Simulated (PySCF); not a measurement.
**How methods differ on the excitation energy of F⁺**

F⁺ [He] 2s2 2p4 (3P) → F⁺ [He] 2s1 2p5 (3P), as a difference of total energies. All numbers are calculated (PySCF 2.14, the non-relativistic Hamiltonian (point nucleus), in dyall-acv3z). Correlated levels: valence: 1s2 frozen; virtual orbitals above 40 to 60 times the deepest correlated orbital energy dropped. The calculations carry no spin-orbit coupling.

```json
{"method": "UHF", "excitation energy (eV)": "21.701", "error (eV)": "+1.270"}
{"method": "MP2 (valence)", "excitation energy (eV)": "20.771", "error (eV)": "+0.340"}
{"method": "SCS-MP2 (valence)", "excitation energy (eV)": "20.686", "error (eV)": "+0.255"}
{"method": "CCSD (valence)", "excitation energy (eV)": "20.522", "error (eV)": "+0.091"}
{"method": "CCSD(T) (valence)", "excitation energy (eV)": "20.435", "error (eV)": "+0.004"}
```

Reference: 20.431 eV (measured; NIST levels, between the centres of gravity of the two terms).

Errors of the correlated levels include the incompleteness of this basis and the frozen core.
